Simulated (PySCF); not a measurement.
MgO, singlet, at a GFN2-xTB geometry (such geometries of metal compounds can be far from the true shape); PySCF with TPSS/6-31G.

Here is a job for PySCF.
```python
from pyscf import gto, scf, dft

mol = gto.M(
    atom='''
Mg   -0.00000000   -0.00000000   -0.65696814
O     0.00000000    0.00000000    0.98545221
''',
    basis='6-31g',
    verbose=4,
)

mf = dft.RKS(mol)
mf.xc = 'tpss'
mf.conv_tol = 1e-11
mf.kernel()
```

It wrote (shortened):

```
PySCF version 2.14.0

[INPUT] verbose = 4
[INPUT] num. atoms = 2
[INPUT] num. electrons = 20
[INPUT] charge = 0
[INPUT] spin (= nelec alpha-beta = 2S) = 0
[INPUT] symmetry False subgroup None
[INPUT] Mole.unit = angstrom
[INPUT] Symbol           X                Y                Z      unit          X                Y                Z       unit  Magmom
[INPUT]  1 Mg     0.000000000000   0.000000000000  -0.656968140000 AA    0.000000000000   0.000000000000  -1.241489857165 Bohr   0.0
[INPUT]  2 O      0.000000000000   0.000000000000   0.985452210000 AA    0.000000000000   0.000000000000   1.862234785747 Bohr   0.0

nuclear repulsion = 30.9305789156351
number of shells = 12
number of NR pGTOs = 68
number of NR cGTOs = 22
basis = 6-31g
ecp = {}

******** <class 'pyscf.dft.rks.RKS'> ********
method = RKS
initial guess = minao
damping factor = 0
level_shift factor = 0
DIIS = <class 'pyscf.scf.diis.CDIIS'>
diis_start_cycle = 1
diis_space = 8
diis_damp = 0
SCF conv_tol = 1e-11
SCF conv_tol_grad = None
SCF max_cycles = 50
direct_scf = True
direct_scf_tol = 1e-13
XC library pyscf.dft.libxc version 7.1.2
    S. Lehtola, C. Steigemann, M. J. T. Oliveira, and M. A. L. Marques,  SoftwareX 7, 1–5 (2018)
XC functionals = tpss
    J. Tao, J. P. Perdew, V. N. Staroverov, and G. E. Scuseria,  Phys. Rev. Lett. 91, 146401 (2003)
    J. P. Perdew, J. Tao, V. N. Staroverov, and G. E. Scuseria,  J. Chem. Phys. 120, 6898 (2004)
    J. Tao, J. P. Perdew, V. N. Staroverov, and G. E. Scuseria,  Phys. Rev. Lett. 91, 146401 (2003)
    J. P. Perdew, J. Tao, V. N. Staroverov, and G. E. Scuseria,  J. Chem. Phys. 120, 6898 (2004)
radial grids:
    Treutler-Ahlrichs [JCP 102, 346 (1995); DOI:10.1063/1.469408] (M4) radial grids

becke partition: Becke, JCP 88, 2547 (1988); DOI:10.1063/1.454033
pruning grids: <function nwchem_prune>
grids dens level: 3
symmetrized grids: False
atomic radii adjust function: <function treutler_atomic_radii_adjust>
small_rho_cutoff = 0
Set gradient conv threshold to 3.16228e-06
Initial guess from minao.
tot grids = 32664
init E= -275.279628121792
  HOMO = -0.406637195686188  LUMO = -0.140685978204604  gap/eV = 7.23690
cycle= 1 E= -274.673463894854  delta_E= 0.606  |g|= 1.35  |ddm|= 1.57
  HOMO = -0.0371591711812462  LUMO = 0.0540633839676454  gap/eV = 2.48229
cycle= 2 E= -267.538799350247  delta_E= 7.13  |g|= 3.01  |ddm|= 3.46
  HOMO = -0.319017039162402  LUMO = -0.127072700026651  gap/eV = 5.22307
cycle= 3 E= -274.933154929185  delta_E= -7.39  |g|= 0.85  |ddm|= 3.39
  HOMO = -0.130707906843342  LUMO = -0.113601519600527  gap/eV = 0.46549
cycle= 4 E= -274.48560292661  delta_E= 0.448  |g|=  1.5  |ddm|= 1.87
  HOMO = -0.129615132736147  LUMO = -0.114531031586031  gap/eV = 0.41046
cycle= 5 E= -274.588714294117  delta_E= -0.103  |g|= 1.45  |ddm|= 0.181
  HOMO = -0.126849568856827  LUMO = -0.111896868626093  gap/eV = 0.40688
cycle= 6 E= -274.378665967951  delta_E= 0.21  |g|= 1.64  |ddm|= 0.19
  HOMO = -0.135385072078328  LUMO = -0.121141272294903  gap/eV = 0.38759
cycle= 7 E= -274.645297149755  delta_E= -0.267  |g|= 1.38  |ddm|= 0.23
  HOMO = -0.130235899455044  LUMO = -0.116456903593681  gap/eV = 0.37495
cycle= 8 E= -274.529219934305  delta_E= 0.116  |g|=  1.5  |ddm|= 0.107
  HOMO = -0.139302828080338  LUMO = -0.126962383500034  gap/eV = 0.33580
cycle= 9 E= -274.755469838585  delta_E= -0.226  |g|= 1.24  |ddm|= 0.203
  HOMO = -0.196394412295862  LUMO = -0.150518305008158  gap/eV = 1.24835
cycle= 10 E= -275.180473827607  delta_E= -0.425  |g|= 0.25  |ddm|= 1.15
  HOMO = -0.184366677833627  LUMO = -0.149065734669004  gap/eV = 0.96059
cycle= 11 E= -275.200677559053  delta_E= -0.0202  |g|= 0.0213  |ddm|= 0.223
  HOMO = -0.184629686208912  LUMO = -0.150538747566232  gap/eV = 0.92766
cycle= 12 E= -275.200801415507  delta_E= -0.000124  |g|= 0.00163  |ddm|= 0.0165
  HOMO = -0.184540111758793  LUMO = -0.150485126340704  gap/eV = 0.92668
cycle= 13 E= -275.200802167854  delta_E= -7.52e-07  |g|= 0.000282  |ddm|= 0.00118
  HOMO = -0.184527332453092  LUMO = -0.150483915402166  gap/eV = 0.92637
cycle= 14 E= -275.200802190674  delta_E= -2.28e-08  |g|= 3.17e-06  |ddm|= 0.000232
  HOMO = -0.184527197907656  LUMO = -0.150483725184081  gap/eV = 0.92637
cycle= 15 E= -275.200802190674  delta_E= -2.27e-13  |g|= 2.62e-06  |ddm|= 3.12e-06
  HOMO = -0.184525963085382  LUMO = -0.150483369470113  gap/eV = 0.92635
Extra cycle  E= -275.200802190509  delta_E= 1.65e-10  |g|= 2.49e-05  |ddm|= 2.13e-05
SCF not converged.
SCF energy = -275.200802190509
```

The run did not converge; its last values are not results.
